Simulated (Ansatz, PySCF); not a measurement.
C5H12S2, SMILES CSCCCSC. Atoms are numbered in the order given.

```xyz
19

C     -4.0117     0.0000     0.6694
S     -2.7274     0.0000    -0.5949
C     -1.2604     0.0000     0.4706
C      0.0000     0.0000    -0.3794
C      1.2604     0.0000     0.4706
S      2.7274     0.0000    -0.5949
C      4.0117     0.0000     0.6694
H     -3.9562    -0.8990     1.3026
H     -3.9562     0.8990     1.3026
H     -4.9783     0.0000     0.1468
H     -1.2853     0.8906     1.1220
H     -1.2853    -0.8906     1.1220
H      0.0000    -0.8838    -1.0389
H      0.0000     0.8838    -1.0389
H      1.2853     0.8906     1.1220
H      1.2853    -0.8906     1.1220
H      3.9562    -0.8990     1.3026
H      3.9562     0.8990     1.3026
H      4.9783     0.0000     0.1468
```

The structure is a stationary point at PBE0-D3(BJ)/def2-SVP. The values are those of a single conformer.

Two levels are set side by side: PBE-D3(BJ)/def2-SVP (Ansatz, a program for electronic structure) and PBE0-D3(BJ)/def2-SVP (Ansatz). Each level has its own optimised geometry; the coordinates shown are those of the second. Frequencies come from the Hessian of PySCF at each geometry. Differences are taken from unrounded values.

| quantity | PBE0-D3(BJ) | PBE-D3(BJ) | PBE-D3(BJ) minus PBE0-D3(BJ) |
|---|---|---|---|
| mean bond length (Å) | 1.305 | 1.315 | 0.010 |
| bond C1–S2 (Å) | 1.802 | 1.817 | 0.015 |
| bond S2–C3 (Å) | 1.813 | 1.830 | 0.017 |
| bond C3–C4 (Å) | 1.520 | 1.529 | 0.009 |
| bond C4–C5 (Å) | 1.520 | 1.529 | 0.009 |
| bond C5–S6 (Å) | 1.813 | 1.830 | 0.017 |
| bond S6–C7 (Å) | 1.802 | 1.817 | 0.015 |
| bond C1–H8 (Å) | 1.101 | 1.110 | 0.009 |
| bond C1–H9 (Å) | 1.101 | 1.110 | 0.009 |
| bond C1–H10 (Å) | 1.099 | 1.107 | 0.008 |
| bond C3–H11 (Å) | 1.104 | 1.112 | 0.009 |
| bond C3–H12 (Å) | 1.104 | 1.112 | 0.009 |
| bond C4–H13 (Å) | 1.103 | 1.111 | 0.008 |
| bond C4–H14 (Å) | 1.103 | 1.111 | 0.008 |
| bond C5–H15 (Å) | 1.104 | 1.112 | 0.009 |
| bond C5–H16 (Å) | 1.104 | 1.112 | 0.009 |
| bond C7–H17 (Å) | 1.101 | 1.110 | 0.009 |
| highest harmonic wavenumber (cm⁻¹) | 3179 | 3087 | -92 |
| mean harmonic wavenumber (cm⁻¹) | 1397 | 1350 | -47 |
| zero-point energy (kcal/mol) | 101.87 | 98.46 | -3.41 |

Exact exchange shortens and stiffens bonds; PBE has none. Differences between two approximate levels are no errors against the true value.
